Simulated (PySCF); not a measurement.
# Electron affinity of In by level of theory

In⁻ [Kr] 4d10 5s2 5p2 (3P) → In [Kr] 4d10 5s2 5p1 (2P), as a difference of total energies. All numbers are calculated (PySCF 2.14, scalar relativity by spin-free X2C-1e, in aug-cc-pVQZ-DK3 (9s8p6d3f2g, 102 functions)). Correlated levels: valence: [Kr] 4d10 frozen. The calculations carry no spin-orbit coupling.

```json
{"method": "UHF", "electron affinity (eV)": "0.074", "plus first-order spin-orbit estimate": "0.013", "error of that sum (eV)": "-0.371"}
{"method": "LDA", "electron affinity (eV)": "0.650", "plus first-order spin-orbit estimate": "0.589", "error of that sum (eV)": "+0.205"}
{"method": "PBE", "electron affinity (eV)": "0.549", "plus first-order spin-orbit estimate": "0.487", "error of that sum (eV)": "+0.103"}
{"method": "PBE0", "electron affinity (eV)": "0.500", "plus first-order spin-orbit estimate": "0.439", "error of that sum (eV)": "+0.055"}
{"method": "r2SCAN", "electron affinity (eV)": "0.574", "plus first-order spin-orbit estimate": "0.512", "error of that sum (eV)": "+0.128"}
{"method": "revPBE", "electron affinity (eV)": "0.506", "plus first-order spin-orbit estimate": "0.444", "error of that sum (eV)": "+0.060"}
{"method": "CAM-B3LYP", "electron affinity (eV)": "0.392", "plus first-order spin-orbit estimate": "0.330", "error of that sum (eV)": "-0.054"}
{"method": "PBEsol", "electron affinity (eV)": "0.544", "plus first-order spin-orbit estimate": "0.482", "error of that sum (eV)": "+0.098"}
{"method": "MP2 (valence)", "electron affinity (eV)": "0.371", "plus first-order spin-orbit estimate": "0.309", "error of that sum (eV)": "-0.075"}
{"method": "SCS-MP2 (valence)", "electron affinity (eV)": "0.283", "plus first-order spin-orbit estimate": "0.221", "error of that sum (eV)": "-0.163"}
```

Reference: 0.384 eV (measured; photodetachment measurements, as compiled on the Wikipedia data page of electron affinities).

A first-order spin-orbit estimate (lowest level to lowest level, LS coupling) adds -0.061 eV.

Errors of the correlated levels include the incompleteness of this basis and the frozen core.

In the anion the highest occupied orbital energy is positive at LDA, PBE, PBE0, r2SCAN, revPBE, CAM-B3LYP, PBEsol; the basis confines that electron, and the energy difference can still be sensible.
